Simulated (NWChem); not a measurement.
**Relativistic effects in I**

SMILES: [I]
```xyz
1

I      0.0000     0.0000     0.0000
```
Charge 0, spin multiplicity 2.

Everything below was run with NWChem.

Functional B3LYP, all-electron basis x2c-SVPall-2c, contracted for the X2C Hamiltonian and used here with ZORA. The ion keeps the geometry and has multiplicity 3 in the scalar run; the spin-orbit run starts from the same electron counts.

Costs are rough ratios of processor time within this set of runs, SCF included, with scalar ZORA as 1.

B3LYP has NWChem's definition, with VWN1-RPA local correlation. No SCF solution was tested for a lower state.

```csv
Hamiltonian,ΔSCF ionisation energy (eV),relative cost
scalar ZORA,10.62,1
spin-orbit ZORA,10.46,under 3
```

From scalar ZORA to spin-orbit ZORA the ionisation energy drops by 0.16 eV.
